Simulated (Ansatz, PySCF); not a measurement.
This PySCF input computes a r2SCAN/def2-TZVPD energy:

```python
from pyscf import gto, scf, dft

mol = gto.M(
    atom='''
    Si    0.02215711   -0.33186367   -0.14374863
    O     1.57238867   -0.27774281   -0.21881858
    F    -0.64318888   -0.11153209    1.35865699
    F    -0.78895656    0.87464696   -0.94054261
    ''',
    basis='def2-tzvpd',
    charge=-1,
    spin=1,
    verbose=4,
)

mf = dft.UKS(mol, xc='r2scan').density_fit(auxbasis='def2-universal-jkfit')
mf.grids.level = 4
mf.conv_tol = 1e-9
mf.max_cycle = 100
mf.max_memory = 1500
mf.kernel()
if not mf.converged:
    mf = mf.newton()
    mf.kernel(mf.make_rdm1())
for _ in range(2):
    mo, _, stable, _ = mf.stability(return_status=True)
    if stable:
        break
    mf.kernel(mf.make_rdm1(mo, mf.mo_occ))
mf.analyze()
```

**Question.** Write an input for the same energy in Ansatz (a quantum-chemistry and plane-wave program) and say what it gives.

**Answer.** 
Ansatz 0.2 input:
```yaml
crystal:
  periodic: [false, false, false]
  atoms:
    - {symbol: Si, position_ang: [0.02215711, -0.33186367, -0.14374863]}
    - {symbol: O, position_ang: [1.57238867, -0.27774281, -0.21881858]}
    - {symbol: F, position_ang: [-0.64318888, -0.11153209, 1.35865699]}
    - {symbol: F, position_ang: [-0.78895656, 0.87464696, -0.94054261]}
basis:
  gaussian:
    orbitals: def2-TZVPD
hamiltonian:
  xc: {name: r2SCAN}
total_charge: -1
magnetization: {spin_polarized: true, initial_magnetization: 1}
output: {forces: true}
```
It gives -564.58954 Eh, and PySCF -564.58962 Eh, a difference of 0.08 mEh, from the treatment of integrals and grids.
